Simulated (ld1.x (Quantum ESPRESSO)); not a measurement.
**u(r) = r·R(r): atom against pseudo-atom (chromium (Cr))**

Columns: radius, all-electron u(r) and pseudo u(r) of the 3s shell (level -77.96 eV) of chromium in the configuration [Ne] 3s2 3p6 3d4 4s2 4p0; PBE, scalar-relativistic, TM scheme, ld1.x (Quantum ESPRESSO) 7.5.

```tsv
r (bohr)	all-electron	pseudo
0.098	-0.1402	0.1647
0.195	-0.6217	0.3282
0.292	-0.3634	0.4922
0.390	0.1649	0.6571
0.488	0.6449	0.8160
0.585	0.9677	0.9561
0.682	1.1349	1.0621
0.780	1.1795	1.1164
0.878	1.1400	1.1074
0.975	1.0521	1.0418
1.072	0.9404	0.9389
1.170	0.8204	0.8203
1.268	0.7033	0.7033
1.365	0.5961	0.5961
1.463	0.4992	0.4992
1.560	0.4155	0.4155
1.658	0.3430	0.3430
1.755	0.2822	0.2822
1.852	0.2313	0.2313
1.950	0.1884	0.1884
2.047	0.1534	0.1534
2.145	0.1243	0.1243
2.242	0.1007	0.1007
2.340	0.0813	0.0813
2.438	0.0656	0.0656
2.535	0.0529	0.0529
```

**Question.** How many radial nodes do the two functions have?

**Answer.** The all-electron 3s function has n − l − 1 = 2 (the table is too coarse to show those close to the nucleus); the pseudo-wave has 0, since the states of the same l below it are removed with the core.

**Question.** At about which radius was the pseudo-wave matched?

**Answer.** 1.25 bohr, where the columns begin to agree (steps of 0.10 bohr).

**Question.** Is the pseudo-wave norm-conserving?

**Answer.** Yes: the TM scheme keeps the norm inside the radius equal to the all-electron one, which fixes the energy derivative of the logarithmic derivative at the level.
